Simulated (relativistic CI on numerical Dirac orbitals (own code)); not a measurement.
**Ni²⁺ in a cubic cluster: L2,3 absorption with charge transfer**

Computed with a charge-transfer multiplet model of a cubic metal-ligand cluster with up to 2 ligand holes, Slater and spin-orbit integrals from Dirac-Coulomb-Breit ions, Slater integrals scaled by 0.8. The ground state mixes d8 with configurations of k ligand holes L, whose averages lie at kΔ + k(k − 1)U_dd/2; a core hole lowers each added d electron by U_cd. 300 K, Lorentzian 0.4 eV and Gaussian 0.3 eV FWHM.

Atomic integrals in eV (Slater integrals scaled, ζ unscaled), ground: F2dd 9.736, F4dd 6.042, zeta_d 0.080; with the core hole: F2dd 9.736, F4dd 6.042, zeta_d 0.103, zeta_core 11.413, F2cd 6.198, G1cd 4.674, G3cd 2.657.

Cluster parameters (eV): U_dd = 7.5, U_cd = 9.1, 10Dq = 0.6, 10Dq(ligand) = 0.7, V(eg) = 1.55, V(t2g) = -0.73, final-state hopping factor = 0.9.

Weights, n_d and S are thermal averages at 300 K. Photon energies count from the first peak over 30 % of the highest in each spectrum, which can be another peak from case to case. The parameters are a model scan and need not match a compound or its usual spin state. Peaks in eV (height, largest 100): 0.0 (100), 1.6 (23), 2.5 (6), 4.4 (6), 17.3 (22), 18.2 (25).

Task: Which parameters give this spectrum?
A. Δ = 7.6 eV
B. Δ = 4.6 eV
C. Δ = 3.6 eV
D. Δ = 8.6 eV
E. Δ = 5.6 eV

Result: C. Δ = 3.6 eV; the ground state then has 8.15 d electrons and S = 1.00. The choice follows from running the model for each set and comparing peak positions and heights.
